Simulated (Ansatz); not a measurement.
Steps of a relaxation of CH₅InSe, SMILES `C[Se][InH2]` with RKS PBE0-D4/def2-TZVP.

```sh
$ ansatz run in.yaml --threads 4 --pin off --events-out ev --progress --plain --max-ram 10444MiB
```

```yaml
crystal:
  periodic: [false, false, false]
  atoms:
    - {symbol: C, position_ang: [-0.708690, 1.185320, -0.504370]}
    - {symbol: Se, position_ang: [-1.190640, 0.056520, 1.043680]}
    - {symbol: In, position_ang: [0.770790, -1.487490, 0.725160]}
    - {symbol: H, position_ang: [-0.936950, 2.217210, -0.255160]}
    - {symbol: H, position_ang: [0.358920, 1.075550, -0.713240]}
    - {symbol: H, position_ang: [-1.295720, 0.872060, -1.364050]}
    - {symbol: H, position_ang: [1.920860, -0.918430, -0.450400]}
    - {symbol: H, position_ang: [1.081440, -3.000730, 1.518380]}
basis:
  gaussian: {orbitals: def2-TZVP}
hamiltonian: {xc: pbe0, dispersion: d4}
relax: {f_tol: 0.005, max_steps: 150}
```

Positions (Å) and forces (eV/Å) along the path, 16 of 27 steps:

```xyz
8
step=1 energy=-71633.7958 eV
C    -0.709    1.185   -0.504    0.100   -0.113    0.095
Se   -1.191    0.057    1.044    0.352   -0.193   -0.196
In    0.771   -1.487    0.725    0.133   -0.183    0.042
H    -0.937    2.217   -0.255   -0.006    0.073    0.039
H     0.359    1.076   -0.713   -0.207    0.103   -0.029
H    -1.296    0.872   -1.364    0.007    0.009   -0.023
H     1.921   -0.918   -0.450   -0.160    0.068    0.042
H     1.081   -3.001    1.518   -0.218    0.235    0.030
8
step=2 energy=-71633.8244 eV
C    -0.704    1.207   -0.521    0.176   -0.014    0.175
Se   -1.049   -0.038    0.979   -0.325    0.330   -0.096
In    0.861   -1.584    0.728    0.297   -0.069   -0.196
H    -1.005    2.204   -0.189    0.077   -0.172   -0.030
H     0.357    1.210   -0.800   -0.257   -0.038    0.124
H    -1.310    0.907   -1.373   -0.003   -0.022    0.010
H     1.882   -0.877   -0.488    0.029   -0.237    0.129
H     0.968   -3.029    1.664    0.007    0.223   -0.117
8
step=4 energy=-71633.8618 eV
C    -0.717    1.203   -0.506    0.016   -0.008    0.068
Se   -1.097   -0.030    0.981    0.018    0.011   -0.076
In    0.861   -1.548    0.691   -0.003    0.057   -0.034
H    -1.003    2.204   -0.185    0.010   -0.023   -0.003
H     0.343    1.185   -0.755   -0.050    0.015    0.005
H    -1.308    0.909   -1.371   -0.002    0.007    0.002
H     1.956   -0.961   -0.499    0.014   -0.028   -0.011
H     0.965   -2.960    1.644   -0.002   -0.032    0.050
8
step=7 energy=-71633.8678 eV
C    -0.736    1.218   -0.510   -0.005    0.004    0.000
Se   -1.119   -0.097    0.896    0.001   -0.004    0.001
In    0.889   -1.560    0.681   -0.001    0.002   -0.001
H    -0.980    2.203   -0.115    0.003   -0.002   -0.001
H     0.314    1.189   -0.792    0.002   -0.001   -0.001
H    -1.358    1.003   -1.376   -0.001    0.001    0.001
H     2.017   -1.038   -0.506    0.001    0.000    0.001
H     0.973   -2.918    1.721    0.000   -0.001    0.001
8
step=8 energy=-71633.8673 eV rejected
C    -0.744    1.215   -0.519    0.004    0.083   -0.010
Se   -1.137   -0.128    0.861    0.003    0.014   -0.021
In    0.900   -1.555    0.690   -0.011   -0.001    0.007
H    -0.912    2.202   -0.081    0.018   -0.140   -0.075
H     0.291    1.134   -0.852   -0.096    0.010    0.014
H    -1.420    1.060   -1.361    0.079    0.027    0.091
H     2.051   -1.013   -0.466   -0.001    0.002   -0.001
H     0.971   -2.916    1.727    0.005    0.004   -0.004
8
step=12 energy=-71633.8679 eV rejected
C    -0.742    1.212   -0.519    0.006    0.025   -0.008
Se   -1.144   -0.131    0.856    0.000    0.008    0.000
In    0.900   -1.549    0.700   -0.016   -0.013   -0.027
H    -0.900    2.198   -0.081    0.007   -0.050   -0.026
H     0.290    1.123   -0.856   -0.042    0.004    0.005
H    -1.420    1.067   -1.359    0.034    0.009    0.039
H     2.040   -1.002   -0.464    0.008    0.006    0.010
H     0.978   -2.919    1.724    0.004    0.011    0.008
8
step=14 energy=-71633.8682 eV
C    -0.741    1.210   -0.517   -0.007    0.008    0.000
Se   -1.146   -0.130    0.859    0.011    0.001   -0.009
In    0.896   -1.549    0.690   -0.004   -0.007    0.006
H    -0.900    2.195   -0.082    0.003   -0.003   -0.003
H     0.290    1.121   -0.853   -0.006    0.001    0.000
H    -1.417    1.064   -1.357    0.003    0.002    0.002
H     2.043   -1.000   -0.466   -0.005    0.002    0.004
H     0.975   -2.911    1.725    0.005   -0.003    0.000
8
step=15 energy=-71633.8678 eV rejected
C    -0.744    1.213   -0.523    0.018    0.006   -0.014
Se   -1.148   -0.141    0.840   -0.034    0.004    0.019
In    0.900   -1.556    0.704    0.001    0.019   -0.029
H    -0.875    2.196   -0.072    0.007   -0.042   -0.013
H     0.279    1.107   -0.882   -0.026    0.006    0.005
H    -1.440    1.092   -1.352    0.023    0.001    0.030
H     2.042   -0.986   -0.447    0.015   -0.009    0.003
H     0.986   -2.923    1.731   -0.006    0.014   -0.002
8
step=16 energy=-71633.8683 eV
C    -0.742    1.210   -0.519   -0.001    0.004   -0.004
Se   -1.150   -0.135    0.851    0.002   -0.002   -0.001
In    0.896   -1.550    0.695    0.000    0.000   -0.001
H    -0.886    2.194   -0.077    0.003   -0.006   -0.002
H     0.285    1.112   -0.866   -0.007    0.001    0.001
H    -1.427    1.077   -1.354    0.005    0.001    0.006
H     2.045   -0.995   -0.456    0.000    0.003   -0.001
H     0.981   -2.914    1.726   -0.002   -0.001    0.002
8
step=18 energy=-71633.8684 eV
C    -0.744    1.208   -0.522   -0.001    0.017   -0.017
Se   -1.159   -0.148    0.835   -0.003   -0.001    0.001
In    0.898   -1.548    0.699    0.002    0.004   -0.003
H    -0.856    2.189   -0.064    0.006   -0.027   -0.013
H     0.274    1.088   -0.890   -0.024    0.006    0.006
H    -1.448    1.102   -1.346    0.021    0.003    0.024
H     2.053   -0.979   -0.441   -0.001   -0.002    0.003
H     0.982   -2.912    1.730    0.000    0.000    0.000
8
step=19 energy=-71633.8684 eV
C    -0.744    1.207   -0.523   -0.001    0.018   -0.016
Se   -1.161   -0.150    0.833   -0.002   -0.001    0.000
In    0.899   -1.547    0.700    0.001    0.002   -0.003
H    -0.851    2.188   -0.062    0.005   -0.026   -0.013
H     0.272    1.085   -0.894   -0.022    0.005    0.006
H    -1.451    1.106   -1.345    0.020    0.002    0.023
H     2.054   -0.977   -0.439    0.000   -0.001    0.002
H     0.983   -2.912    1.730    0.000    0.000    0.001
8
step=20 energy=-71633.8685 eV
C    -0.746    1.205   -0.526   -0.002    0.022   -0.009
Se   -1.168   -0.161    0.819    0.001   -0.001   -0.007
In    0.900   -1.546    0.701    0.002    0.005    0.012
H    -0.825    2.183   -0.052    0.001   -0.023   -0.013
H     0.260    1.068   -0.916   -0.016   -0.001    0.007
H    -1.469    1.128   -1.336    0.016    0.001    0.020
H     2.065   -0.968   -0.423    0.000    0.000   -0.007
H     0.984   -2.909    1.734   -0.002   -0.002   -0.003
8
step=22 energy=-71633.8685 eV
C    -0.747    1.203   -0.526   -0.006    0.021   -0.010
Se   -1.176   -0.168    0.812    0.010    0.001   -0.005
In    0.902   -1.540    0.704   -0.002   -0.007    0.004
H    -0.809    2.179   -0.047    0.001   -0.020   -0.010
H     0.255    1.054   -0.926   -0.016    0.002    0.004
H    -1.477    1.139   -1.331    0.015    0.002    0.014
H     2.068   -0.961   -0.419   -0.003    0.003    0.001
H     0.984   -2.906    1.733    0.001   -0.002    0.002
8
step=24 energy=-71633.8678 eV rejected
C    -0.748    1.204   -0.529    0.006   -0.087    0.075
Se   -1.171   -0.171    0.807   -0.006    0.003   -0.006
In    0.907   -1.543    0.707   -0.011   -0.002   -0.001
H    -0.804    2.173   -0.046   -0.010    0.126    0.064
H     0.247    1.057   -0.936    0.100   -0.028   -0.036
H    -1.482    1.147   -1.326   -0.093   -0.016   -0.092
H     2.072   -0.958   -0.413    0.009   -0.002   -0.001
H     0.980   -2.909    1.736    0.006    0.005   -0.003
8
step=25 energy=-71633.8685 eV
C    -0.747    1.204   -0.527    0.000    0.000    0.000
Se   -1.175   -0.169    0.810    0.000    0.000    0.000
In    0.902   -1.542    0.705    0.000    0.000    0.000
H    -0.808    2.178   -0.047    0.000    0.000    0.000
H     0.253    1.055   -0.929    0.000    0.000    0.000
H    -1.478    1.141   -1.330    0.000    0.000    0.000
H     2.067   -0.959   -0.417    0.000    0.000    0.000
H     0.985   -2.908    1.734    0.000    0.000    0.000
8
step=27 energy=-71633.8685 eV
C    -0.748    1.202   -0.529    0.001    0.001    0.000
Se   -1.180   -0.176    0.800    0.000    0.001    0.000
In    0.904   -1.540    0.708   -0.001    0.000   -0.002
H    -0.789    2.174   -0.040    0.000   -0.004   -0.002
H     0.245    1.042   -0.944   -0.003    0.001    0.000
H    -1.490    1.157   -1.324    0.003    0.001    0.003
H     2.072   -0.951   -0.407    0.000    0.000    0.001
H     0.986   -2.907    1.736    0.000    0.001    0.000
```

Run time 6.5 min (4 threads of an AMD EPYC on a shared host); peak host memory 0.44 GiB.
